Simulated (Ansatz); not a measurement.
Mulliken charges of `FC/N=C1/BO1` from PBE/def2-TZVPP in Ansatz (PBE0-D4/def2-TZVP geometry).

```csv
atom,x (Å),y (Å),z (Å),charge (e)
F1,-1.103,-1.536,0.321,-0.194
C2,-0.238,-0.970,1.231,0.100
N3,0.478,0.155,0.761,-0.171
C4,0.400,0.663,-0.360,0.172
B5,0.473,1.429,-1.618,-0.002
O6,-0.371,0.372,-1.569,-0.137
H7,-0.825,-0.666,2.103,0.100
H8,0.483,-1.738,1.528,0.100
H9,0.792,2.245,-2.413,0.032
```

Problem. By hand: the dipole of these point charges (1 e Å = 4.8032 D).

Solution. Σ q r = (0.218, 0.066, 0.373) e Å, of length 0.437 e Å = 2.10 D.

Problem. How does the dipole of the full density compare? (Estimate.)

Solution. The calculation gave: (0.153, 0.164, 0.043) e Å, 1.10 D; the point charges give 1.91 times that, at 53° from its direction.

Point charges leave out the atoms' own dipoles, such as those of lone pairs, and Mulliken's split depends on the basis, so the two needn't agree.
